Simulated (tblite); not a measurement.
Problem. What does the GFN2-xTB structure of `C1C(n2cpcn2)C1` look like in three dimensions?

Solution. 
```
atom  x, y, z in Å
C1     2.5464   -0.7455    0.2949
N2     1.3215   -1.0325   -0.0523
N3     0.6293    0.0723   -0.2534
C4    -0.7342   -0.0116   -0.6598
C5    -1.7859    0.5772    0.2339
C6    -1.6483   -0.9090    0.1167
C7     1.2973    1.2274   -0.0714
P8     2.9325    0.9686    0.3971
H9     3.2270   -1.5550    0.4908
H10   -0.8672    0.0603   -1.7347
H11   -1.4598    1.0464    1.1498
H12   -2.6313    1.0620   -0.2293
H13   -1.2162   -1.4475    0.9452
H14   -2.3968   -1.4635   -0.4265
H15    0.7813    2.1585   -0.2231
```

Orientation and origin are arbitrary. Atoms count from 1 in this order. The C–N distances run from 1.305 Å (C1–N2, aromatic) to 1.425 Å (N3–C4, drawn single), a spread of 0.120 Å. The 3-membered ring C4–C5–C6 has internal angles of 59.9° to 60.1°. Of the pairs four or more bonds apart, N2···H13 is among the closest relative to their van der Waals radii: 2.76 Å, 100 % of the sum of Bondi's values. The 5-membered ring C1–N2–N3–C7–P8 has internal angles of 85.5° to 115.9° (sum 540°, against 540° for a flat polygon); it is planar, 0.00 Å rms from its mean plane, widest ring torsion 0°.

Bonds between heavy atoms (Å): C1–N2 1.305, N2–N3 1.319, N3–C4 1.425, C4–C5 1.500, C5–C6 1.497, N3–C7 1.347, C7–P8 1.721, C1–P8 1.760, C4–C6 1.498.

Structure optimised with GFN2-xTB, isolated species.

Point group: C1 (no symmetry element, even within 0.4 Å). Its lowest GFN2-xTB frequency is 11i cm⁻¹, too small to tell a flat minimum from a shallow saddle. The numbers are those of one conformer (N2–N3–C4–C5 119°).

These are computed values.
